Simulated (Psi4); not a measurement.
Calculation: Psi4 with SAPT0/jun-cc-pVDZ, frozen core.

Psi4 input:

```
molecule {
0 1
F 1.19174258 -0.55836407 0.00008533
B 0.00014116 0.00000614 -0.00012641
F -1.07890277 -0.75259194 -0.00018907
F -0.11298097 1.31094986 0.00023015
--
0 1
C 1.69302932 1.40471302 -2.61263754
Br 0.22116077 0.14739867 -2.90291337
H 1.26242839 2.34573556 -2.28922154
H 2.21992233 1.51674277 -3.55358001
H 2.33807352 0.98494542 -1.84892525
units angstrom
symmetry c1
no_reorient
no_com
}
set basis jun-cc-pvdz
set scf_type df
set freeze_core true
energy('sapt0')
```

Part of the output:

```
    SAPT Results
  --------------------------------------------------------------------------------------------------------
    Electrostatics                -13.62175280 [mEh]      -8.54777893 [kcal/mol]     -35.76390706 [kJ/mol]
      Elst10,r                    -13.62175280 [mEh]      -8.54777893 [kcal/mol]     -35.76390706 [kJ/mol]

    Exchange                       21.46563124 [mEh]      13.46988696 [kcal/mol]      56.35800705 [kJ/mol]
      Exch10                       21.46563124 [mEh]      13.46988696 [kcal/mol]      56.35800705 [kJ/mol]
      Exch10(S^2)                  21.24615437 [mEh]      13.33216315 [kcal/mol]      55.78177062 [kJ/mol]

    Induction                      -4.29379680 [mEh]      -2.69439817 [kcal/mol]     -11.27336195 [kJ/mol]
      Ind20,r                     -19.18740446 [mEh]     -12.04027808 [kcal/mol]     -50.37652348 [kJ/mol]
      Exch-Ind20,r                 16.05836221 [mEh]      10.07677442 [kcal/mol]      42.16122418 [kJ/mol]
      delta HF,r (2)               -1.16475455 [mEh]      -0.73089452 [kcal/mol]      -3.05806265 [kJ/mol]

    Dispersion                     -5.36563921 [mEh]      -3.36698944 [kcal/mol]     -14.08748382 [kJ/mol]
      Disp20                       -6.65147146 [mEh]      -4.17386136 [kcal/mol]     -17.46343591 [kJ/mol]
      Exch-Disp20                   1.28583225 [mEh]       0.80687192 [kcal/mol]       3.37595210 [kJ/mol]
      Disp20 (SS)                  -3.32573573 [mEh]      -2.08693068 [kcal/mol]      -8.73171796 [kJ/mol]
      Disp20 (OS)                  -3.32573573 [mEh]      -2.08693068 [kcal/mol]      -8.73171796 [kJ/mol]
      Exch-Disp20 (SS)              0.74112629 [mEh]       0.46506377 [kcal/mol]       1.94582680 [kJ/mol]
      Exch-Disp20 (OS)              0.54470596 [mEh]       0.34180815 [kcal/mol]       1.43012530 [kJ/mol]

  Total HF                          3.55008163 [mEh]       2.22770986 [kcal/mol]       9.32073804 [kJ/mol]
  Total SAPT0                      -1.81555758 [mEh]      -1.13927958 [kcal/mol]      -4.76674577 [kJ/mol]
```
